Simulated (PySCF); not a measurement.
Computed spin Hamiltonian

Compound: C7H10N (doublet state).
Geometry (GFN2-xTB, Å), atoms numbered from 1 in this order:
```
atom  x, y, z in Å
C1     2.300    0.047    0.147
N2     1.324   -0.316   -0.863
C3    -0.020   -0.337   -0.422
C4    -0.482   -1.337    0.634
C5    -1.345   -0.748    1.419
C6    -1.658    0.674    1.107
C7    -0.810    0.925   -0.138
C8    -1.122    0.096   -1.349
H9     3.282    0.103   -0.321
H10    2.040    1.028    0.542
H11    2.343   -0.662    0.984
H12    1.576   -1.189   -1.315
H13   -0.103   -2.341    0.667
H14   -2.723    0.814    0.914
H15   -1.373    1.331    1.931
H16   -0.383    1.905   -0.279
H17   -2.036   -0.480   -1.366
H18   -0.820    0.492   -2.307
```

The hyperfine couplings belong to this conformer and change with its torsions.

The species is `CN[C@@]12C=[C]C[C@@H]1C2` [radical].

Method used: UKS B3LYP, pcH-1 on C H N, non-relativistic, mean-field spin-orbit, GIAO in PySCF. The structure is a single GFN2-xTB conformer in the gas phase; no vibrational or solvent corrections. Couplings are sensitive to structure, and on GFN2-xTB geometries they can be far from those on DFT ones. No stability test was run, so a lower SCF solution isn't excluded.

```json
{
 "g1, g2, g3": "2.00160, 2.00215, 2.00263",
 "g_iso": "2.00213",
 "Form of g": "rhombic: the two nearest values differ by 47 % of g3 − g1",
 "⟨S²⟩": "0.7588 (exact 0.7500)",
 "Total energy": "-327.39157 Eh"
}
```

Hyperfine couplings atom by atom, in mT; T1 to T3 are the principal values of the dipolar part; ρ(0) is the spin density at the nucleus (MHz turned into mT with g_iso):

| atom | isotope | a_iso | T1 | T2 | T3 | Mulliken spin population | ρ(0) (bohr⁻³) |
| --- | --- | --- | --- | --- | --- | --- | --- |
| C1 | 13C | 0.00 | -0.02 | 0.00 | 0.02 | 0.00 | -0.0001 |
| N2 | 14N | 0.01 | -0.07 | -0.07 | 0.14 | 0.03 | 0.0005 |
| C3 | 13C | 2.51 | -0.26 | -0.24 | 0.50 | 0.07 | 0.0626 |
| C4 | 13C | 0.35 | -0.77 | 0.00 | 0.76 | -0.11 | 0.0086 |
| C5 | 13C | 13.49 | -2.73 | -2.00 | 4.73 | 0.96 | 0.3363 |
| C6 | 13C | 1.65 | -0.25 | -0.23 | 0.48 | -0.01 | 0.0410 |
| C7 | 13C | 1.31 | -0.18 | -0.15 | 0.34 | 0.04 | 0.0327 |
| C8 | 13C | -0.05 | -0.05 | -0.01 | 0.06 | 0.00 | -0.0013 |
| H9 | 1H | 0.04 | -0.03 | -0.02 | 0.05 | 0.00 | 0.0002 |
| H10 | 1H | 0.03 | -0.05 | -0.03 | 0.07 | 0.00 | 0.0002 |
| H11 | 1H | 0.16 | -0.05 | -0.03 | 0.07 | 0.00 | 0.0010 |
| H12 | 1H | -0.08 | -0.11 | -0.02 | 0.12 | 0.00 | -0.0005 |
| H13 | 1H | 1.43 | -0.23 | -0.16 | 0.39 | 0.02 | 0.0089 |
| H14 | 1H | 0.37 | -0.26 | -0.19 | 0.44 | 0.00 | 0.0023 |
| H15 | 1H | 0.22 | -0.25 | -0.18 | 0.43 | 0.00 | 0.0014 |
| H16 | 1H | 0.59 | -0.12 | -0.05 | 0.17 | 0.01 | 0.0037 |
| H17 | 1H | 0.10 | -0.10 | -0.07 | 0.17 | 0.00 | 0.0006 |
| H18 | 1H | 0.32 | -0.05 | -0.03 | 0.08 | 0.01 | 0.0020 |

Largest spin populations (Mulliken): C5 (+0.96), C4 (-0.11) and C3 (+0.07). No atom but C5 exceeds +0.15. The positive populations add up to 1.13 and the negative ones to -0.13, together 2S = 1.

Axes: g1 points within 8° of the C4–H13 bond.

Under fast tumbling the dipolar parts average out, and these isotropic splittings remain (the largest six): 1 × 1H (H13, I = 1/2, 2 lines) with 1.43 mT, 1 × 1H (H16, I = 1/2, 2 lines) with 0.59 mT, 1 × 1H (H14, I = 1/2, 2 lines) with 0.37 mT, 1 × 1H (H18, I = 1/2, 2 lines) with 0.32 mT, 1 × 1H (H15, I = 1/2, 2 lines) with 0.22 mT and 1 × 1H (H17, I = 1/2, 2 lines) with 0.10 mT.

Class means assume fast exchange of nuclei equivalent by connectivity; if that motion is slow, each nucleus keeps its own coupling.

The 13C coupling of C5 (378.1 MHz) shows only in satellite lines or after enrichment, since that isotope makes up about 1.07 % of natural carbon.
